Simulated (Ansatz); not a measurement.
Born–Oppenheimer molecular dynamics of Cl2H5N2OTa (11 atoms, charge 0, multiplicity 1). It starts from a relaxed structure.

Computed with RKS PBE-D4/def2-SVP (Ansatz).

```
ensemble                      : NVE (velocity Verlet)
time step                     : 1 fs
steps asked                   : 150
starting velocities drawn for : 300 K
masses                        : H 10 u
seed                          : 507893
```

First frame:

```xyz
11
Properties=species:S:1:pos:R:3
Ta 0.478 -0.057 0.108
O 2.351 -0.028 -0.253
H 3.247 0.013 0.118
N -0.976 -0.093 1.485
H -1.276 -0.953 1.957
H -1.274 0.736 2.009
N -0.431 -0.013 -1.621
H -1.446 -0.013 -1.765
H 0.071 0.016 -2.516
Cl 0.572 2.257 0.698
Cl 0.590 -2.396 0.570
```

(1) What does the run give?

(2) What happens to the structure?

(3) How do temperature and energy run in time?

Answers

(1) The run went to its last step.

| Property | Result |
| --- | --- |
| steps done | 150 |
| time covered | 150 fs |
| mean temperature over the second half | 154 K |
| spread of the potential energy over the second half | 4.0 meV per atom |
| mean potential energy of the second half above the start | 15.5 meV per atom |

The conserved energy stayed within 0.24 meV per atom of its start (net change 0.083 meV per atom), so the integration is sound. Over the second half the temperature averaged 0.51 of the 300 K drawn at the start: a run that starts near a minimum puts about half its kinetic energy into the potential. A run of 0.15 ps of so small a system gives no equilibrium averages.

(2) The same pairs are bonded in the first frame and the last. Pairs count as bonded within 1.25 times the sum of covalent radii (0.12 Å more for H–H). The details hang on the random start.

(3) 
| time (fs) | T (K) | potential energy less start (eV) | conserved less start (meV/atom) |
| --- | --- | --- | --- |
| 0 | 300 | 0.000 | 0.00 |
| 13 | 136 | 0.192 | 0.14 |
| 26 | 137 | 0.191 | 0.19 |
| 39 | 87 | 0.250 | 0.18 |
| 52 | 197 | 0.120 | 0.05 |
| 65 | 128 | 0.200 | 0.05 |
| 78 | 129 | 0.201 | 0.14 |
| 91 | 90 | 0.247 | 0.22 |
| 104 | 126 | 0.204 | 0.20 |
| 117 | 179 | 0.142 | 0.10 |
| 130 | 192 | 0.126 | 0.06 |
| 143 | 152 | 0.173 | 0.13 |

The run took 6.4 min on 4 threads of Intel(R) Xeon(R) Platinum 8259CL CPU @ 2.50GHz (Skylake/Cascade Lake) (shared host), peak memory 0.25 GiB.
